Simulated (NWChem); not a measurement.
**Correlation energy of SSn**

```xyz
2

Sn     0.0000     0.0000     0.5388
S      0.0000     0.0000    -1.6838
```
Charge 0, spin multiplicity 1.

All runs are NWChem calculations. Structure: optimised with PBE0/def2-SVP with def2 effective core potentials on Sn, a minimum by its harmonic frequencies.

Basis set: def2-SVP. Each correlation energy counts from its own Hartree-Fock reference.

Effective core potentials replace the inner electrons of Sn; spin-orbit coupling is left out. The correlated methods keep 9 core orbitals frozen. The structure started from a generated list of species. Coupled-cluster values serve here as a point of comparison, not as the truth.

Problem. For the correlation energy, CCSD+T(CCSD) gives -248.2 mHa and CR-CCSD[T] gives -244.7 mHa. What do MP2, CR-CCSD(T), CCSD give?

Solution. MP2: -215.4 mHa; CR-CCSD(T): -243.3 mHa; CCSD: -232.9 mHa.
